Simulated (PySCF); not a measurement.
# Orbital levels and atomic charges

System: C20H12F6Se3 (co-oligomer), SMILES FC(F)(F)/C=C/c1ccc(/C=C/c2ccc(/C=C/c3ccc(C(F)(F)F)[se]3)[se]2)[se]1.

Cartesian coordinates (Å):
```
  1 F    -9.8728    0.9829    3.2278
  2 C    -9.7109    1.1698    1.8976
  3 F    -9.5455    2.4925    1.7323
  4 F   -10.8913    0.8566    1.3383
  5 C    -8.5964    0.3577    1.3370
  6 C    -7.3334    0.8032    1.3157
  7 C    -6.2101    0.0748    0.8173
  8 C    -6.1888   -1.1666    0.2169
  9 C    -4.9292   -1.6251   -0.1660
 10 C    -3.8683   -0.7807    0.1093
 11 C    -2.5081   -1.0551   -0.1969
 12 C    -1.4659   -0.2370    0.0816
 13 C    -0.1086   -0.5082   -0.2413
 14 C     0.4121   -1.6161   -0.8854
 15 C     1.7906   -1.6086   -1.0799
 16 C     2.4650   -0.4984   -0.6024
 17 C     3.8668   -0.3067   -0.6988
 18 C     4.5870    0.7361   -0.2322
 19 C     6.0032    0.8335   -0.3737
 20 C     6.8195    1.8346    0.1036
 21 C     8.1913    1.6797   -0.1652
 22 C     8.4956    0.5521   -0.8723
 23 C     9.8343    0.0788   -1.2862
 24 F    10.6983    1.0733   -1.5339
 25 F    10.4250   -0.7062   -0.3602
 26 F     9.7615   -0.6701   -2.4043
 27 Se    7.0104   -0.4805   -1.2847
 28 Se    1.2632    0.7108    0.1934
 29 Se   -4.4765    0.7917    0.9402
 30 H    -8.8922   -0.6163    0.9859
 31 H    -7.1254    1.7950    1.7014
 32 H    -7.0844   -1.7391    0.0491
 33 H    -4.7797   -2.5775   -0.6462
 34 H    -2.3305   -1.9995   -0.6940
 35 H    -1.6717    0.7043    0.5872
 36 H    -0.2096   -2.4306   -1.2151
 37 H     2.3108   -2.4141   -1.5720
 38 H     4.4042   -1.1064   -1.2061
 39 H     4.0867    1.5491    0.2842
 40 H     6.4334    2.6790    0.6491
 41 H     8.9405    2.3872    0.1487
```

Method: B3LYP/def2-SVP, gas phase, PySCF, fitting set def2-universal-JFIT up to Ne and JKFIT beyond, grid level 1.

Spin-orbit coupling is left out, which matters for the heavier atoms here.

Give the orbital energies near the gap.


```csv
orbital,eV
HOMO-4,-7.21
HOMO-3,-7.20
HOMO-2,-7.18
HOMO-1,-6.38
HOMO,-5.37
LUMO,-2.98
LUMO+1,-2.10
LUMO+2,-1.19
LUMO+3,-0.74
```

Give the partial charges of the non-hydrogen atoms.


```json
{"atom": "F1", "Mulliken": "-0.18", "IAO": "-0.29", "Hirshfeld": "-0.11"}
{"atom": "C2", "Mulliken": "0.52", "IAO": "0.80", "Hirshfeld": "0.26"}
{"atom": "F3", "Mulliken": "-0.18", "IAO": "-0.28", "Hirshfeld": "-0.09"}
{"atom": "F4", "Mulliken": "-0.18", "IAO": "-0.28", "Hirshfeld": "-0.10"}
{"atom": "C5", "Mulliken": "-0.12", "IAO": "-0.21", "Hirshfeld": "-0.08"}
{"atom": "C6", "Mulliken": "0.08", "IAO": "-0.10", "Hirshfeld": "-0.04"}
{"atom": "C7", "Mulliken": "-0.10", "IAO": "-0.15", "Hirshfeld": "-0.03"}
{"atom": "C8", "Mulliken": "0.02", "IAO": "-0.15", "Hirshfeld": "-0.05"}
{"atom": "C9", "Mulliken": "0.00", "IAO": "-0.16", "Hirshfeld": "-0.06"}
{"atom": "C10", "Mulliken": "-0.06", "IAO": "-0.14", "Hirshfeld": "-0.03"}
{"atom": "C11", "Mulliken": "0.02", "IAO": "-0.13", "Hirshfeld": "-0.05"}
{"atom": "C12", "Mulliken": "0.04", "IAO": "-0.14", "Hirshfeld": "-0.05"}
{"atom": "C13", "Mulliken": "-0.08", "IAO": "-0.13", "Hirshfeld": "-0.03"}
{"atom": "C14", "Mulliken": "0.01", "IAO": "-0.16", "Hirshfeld": "-0.06"}
{"atom": "C15", "Mulliken": "0.01", "IAO": "-0.15", "Hirshfeld": "-0.06"}
{"atom": "C16", "Mulliken": "-0.06", "IAO": "-0.15", "Hirshfeld": "-0.03"}
{"atom": "C17", "Mulliken": "0.01", "IAO": "-0.13", "Hirshfeld": "-0.05"}
{"atom": "C18", "Mulliken": "0.02", "IAO": "-0.15", "Hirshfeld": "-0.06"}
{"atom": "C19", "Mulliken": "-0.07", "IAO": "-0.13", "Hirshfeld": "-0.03"}
{"atom": "C20", "Mulliken": "-0.01", "IAO": "-0.17", "Hirshfeld": "-0.06"}
{"atom": "C21", "Mulliken": "0.05", "IAO": "-0.14", "Hirshfeld": "-0.05"}
{"atom": "C22", "Mulliken": "-0.26", "IAO": "-0.23", "Hirshfeld": "-0.08"}
{"atom": "C23", "Mulliken": "0.56", "IAO": "0.80", "Hirshfeld": "0.25"}
{"atom": "F24", "Mulliken": "-0.17", "IAO": "-0.28", "Hirshfeld": "-0.09"}
{"atom": "F25", "Mulliken": "-0.17", "IAO": "-0.28", "Hirshfeld": "-0.11"}
{"atom": "F26", "Mulliken": "-0.18", "IAO": "-0.29", "Hirshfeld": "-0.10"}
{"atom": "Se27", "Mulliken": "0.22", "IAO": "0.38", "Hirshfeld": "0.15"}
{"atom": "Se28", "Mulliken": "0.19", "IAO": "0.34", "Hirshfeld": "0.14"}
{"atom": "Se29", "Mulliken": "0.19", "IAO": "0.35", "Hirshfeld": "0.15"}
```
